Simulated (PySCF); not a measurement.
Start geometry of `C=C1C=CC(Br)=C1` from GFN2-xTB (Å):
```
atom  x, y, z in Å
C1     1.9029    0.2090    0.7734
C2     0.6742    0.0898    0.2632
C3    -0.0056    1.0397   -0.6203
C4    -1.2238    0.5566   -0.9103
C5    -1.3734   -0.7204   -0.2250
Br6   -2.9356   -1.7630   -0.3462
C7    -0.2599   -1.0106    0.4732
H8     2.5193    1.0655    0.5577
H9     2.3222   -0.5450    1.4180
H10    0.4326    1.9595   -0.9575
H11   -1.9854    0.9938   -1.5289
H12   -0.0662   -1.8755    1.0767
```

What comes out of this run: PBE0/def2-SVP geometry optimisation, gas phase (PySCF)?

```
atom  x, y, z in Å
C1     2.5015    0.7554    1.1185
C2     1.2650    0.6337    0.6018
C3     0.5935    1.5957   -0.2856
C4    -0.6321    1.1086   -0.5846
C5    -0.7845   -0.1807    0.1024
Br6   -2.3319   -1.2152   -0.0307
C7     0.3313   -0.4772    0.8106
H8     3.1214    1.6288    0.8989
H9     2.9243   -0.0124    1.7719
H10    1.0325    2.5326   -0.6279
H11   -1.3958    1.5614   -1.2164
H12    0.5175   -1.3598    1.4193
```

The energy falls by 0.98 kcal/mol over 5 energy and gradient evaluations, the largest force component goes from 0.0109 to 2.1e-04 Eh/bohr, and the atoms move by 0.018 Å rms after alignment. Among the bonds, C5–Br6, C1–H8, C1–H9, C3–H10, C4–H11 and C7–H12 change most and about equally (-0.016 to +0.017 Å). Bonds longer at the end by more than 0.005 Å: 11 of 12; shorter: 1. Rotational constants go from 6525, 880.7, 775.9 to 6429, 882.3, 775.8 MHz. The orientation of the end geometry is arbitrary; only internal coordinates are fixed.

The run used 141 basis functions and 35 SCF cycles in all. On one thread of an Arm Neoverse N1, shared host, this took 51 s of wall time and 0.60 GiB of memory at its peak.

Not checked by PBE0/def2-SVP frequencies.
